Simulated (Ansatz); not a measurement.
`O[SiH]1C=C1S` → `[SiH3]OC1=CS1`  (isomerisation)

Isolated molecules relaxed with PBE0-D4/def2-TZVP in Ansatz; ΔE leaves out vibrations. CBS: MP2 limit from def2 TZ/QZ plus the TZ coupled-cluster correction, frozen cores. DFT in def2-TZVPP. B3LYP here is the variant with VWN-RPA as its local correlation; programs differ in this. One conformer a species, not always the lowest.

`O[SiH]1C=C1S`:

```xyz
9

O     0.218   -0.897   -2.177
Si    0.171    0.329   -1.094
C    -0.918    0.431    0.312
C     0.347    0.137    0.689
S     1.223   -0.192    2.123
H    -0.101   -1.752   -1.882
H     0.698    1.487   -1.836
H    -1.844    0.561    0.860
H     0.206   -0.106    3.005
```

`[SiH3]OC1=CS1`:

Cartesian coordinates in Å:
```
Si 0.533 -1.557 0.163
O -0.527 -0.314 0.583
C -0.450 0.885 0.080
C -0.974 2.029 -0.128
S 0.765 1.871 -0.822
H 1.919 -1.042 0.180
H 0.303 -2.575 1.207
H 0.173 -2.074 -1.177
H -1.742 2.776 -0.085
```

```
             level  ΔE (kJ/mol)  difference from CCSD(T)/CBS
            PBE-D4        177.8                         -5.4
         r2SCAN-D4        188.6                          5.4
           PBE0-D4        185.6                          2.4
          B3LYP-D4        173.5                         -9.7
           ωB97X-V        178.6                         -4.6
           ωB97M-V        183.0                         -0.2
            B2PLYP        177.8                         -5.4
               PBE        177.9                         -5.3
            r2SCAN        188.7                          5.5
              PBE0        185.8                          2.6
             B3LYP        173.7                         -9.5
     HF/def2-TZVPP        179.3                         -3.9
    MP2/def2-TZVPP        184.9                          1.7
SCS-MP2/def2-TZVPP        177.0                         -6.2
   CCSD/def2-TZVPP        183.4                          0.2
CCSD(T)/def2-TZVPP        180.4                         -2.8
     HF/def2-QZVPP        178.5                         -4.7
    MP2/def2-QZVPP        186.2                          3.0
SCS-MP2/def2-QZVPP        178.7                         -4.5
      HF/CBS(def2)        178.4                         -4.8
     MP2/CBS(def2)        187.7                          4.5
    CCSD/CBS(def2)        186.2                          3.0
       CCSD(T)/CBS        183.2                            0
```

Largest T1 diagnostic among the species: 0.013.

From PBE to PBE0 (25 % exact exchange), in def2-TZVPP and without D4, ΔE moves by +7.8 kJ/mol.
